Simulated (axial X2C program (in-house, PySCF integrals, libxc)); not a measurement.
# Worked dissociation energy of LiOs: PBE0, two-component

All values were computed with an in-house relativistic program for diatomic molecules. Two-component (2c) means X2C with spin–orbit coupling and atomic mean-field two-electron Coulomb and Gaunt terms. Basis: Os dyall-v3z [13s14p9d6f2g], Li dyall-v3z [7s8p2d] (cores contracted in-house); Gaussian nuclei, density fitting, unrestricted open shells. Masses: Os 191.961 u, Li 7.016 u.

Molecular state: Ω = 3/2 (⟨Sz⟩ = 1.34, ⟨Lz⟩ = 0.16 at PBE0).

* E(Os) (2M_J = 8): -17255.402053 hartree
* E(Li) (2M_J = 1): -7.467767 hartree
* E(LiOs) at Re: -17262.925970 hartree
* ωe: 443.0 cm⁻¹
* ωexe: 2.36 cm⁻¹

(1) Work out De and D0.

The state is a single determinant with fixed occupations, the lowest that a limited PBE0 search found. De is counted from the lowest determinant-based energies of the atoms at the same level, without counterpoise correction. Density functionals use the spin component along the axis (collinear). Other states lie close and PBE0, whose exact exchange favours high spin, may order them wrongly; the determinant shown need not be the ground state. The nearest other 2c determinant of the search, Ω = 9/2, lies 0.15 eV up at the distance of the search. The functionals have no current-density term, which raises determinants with orbital currents, atoms included. With several unpaired electrons one determinant need not be a pure state. This is the top spin component of a Σ state; components of lower Ω are not single determinants and can lie lower.

Each atomic determinant is the lowest at this level and need not be a pure J level. Totals compare only within one Hamiltonian and basis.

Answers

(1) De = -17255.402053 + (-7.467767) − (-17262.925970) = 0.05615 hartree = 1.528 eV. The zero-point energy is ωe/2 − ωexe/4 = 221 cm⁻¹ = 0.027 eV, so D0 = 1.501 eV.
